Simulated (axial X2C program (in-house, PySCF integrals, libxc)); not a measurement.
# Correcting the dissociation energy of KSe⁺ for spin–orbit coupling

A spin-free CCSD(T) curve (one-electron X2C) was computed with an axial X2C code built on PySCF integrals, basis Se dyall-cv3z [8s9p6d4f1g], K dyall-cv3z [11s12p6d3f] (cores contracted in-house), for the state M_S = 1, Λ = 0 (beyond evenly filled blocks: π+α, π-α). It gives D0 = 0.353 eV to Se + K+, which in a spin-free picture are the weighted means of the ground terms.

Correlated methods: 14 electrons correlated (number of frozen shells: Se 3 s, 2 p, 1 d; K 2 s, 1 p), 254 virtual spin orbitals or spinors in MP2, 90 natural virtuals in coupled cluster.

Measured levels of the ground terms (NIST Handbook of Basic Atomic Spectroscopic Data), in cm⁻¹: Se 3P: J = 2 at 0, J = 1 at 1989.5, J = 0 at 2534.4; K+ 1S: J = 0 at 0.

The molecular state has Λ = 0, so it has no first-order lowering.

Problem. How far does each ground level lie under the (2J+1)-weighted mean of its term?

Solution. Se: (5 × 0 + 3 × 1989.5 + 1 × 2534.4)/9 = 945 cm⁻¹; K+: a single level, 0.

Problem. Correct D0.

Solution. D0 = 0.353 + (0 − 945)/8065.5 = 0.236 eV at CCSD(T) with these spin–orbit terms. The direct two-component run gives 0.260 eV; the difference holds second-order terms in the molecule, scalar two-electron terms, the gap between measured and computed atomic splittings (a 2c atom can miss part of its lowering) and, in coupled cluster, the truncation of each run.

Second-order spin–orbit effects in the molecule, which grow quickly with Z, are left out. One determinant describes the state; a PBE0 search over occupations chose it and may have missed a lower one. De is counted from the lowest determinant-based energies of the atoms at the same level, without counterpoise correction. CCSD and (T) use frozen natural virtuals with an MP2 correction for the truncation; (T) itself is uncorrected, so its De runs slightly low. PBE0 can misorder states that lie within some tenths of an eV, so this need not be the ground state of the molecule. The nearest other spin-free determinant of the search, M_S = 1, Λ = 1, lies 0.43 eV up at the distance of the search.
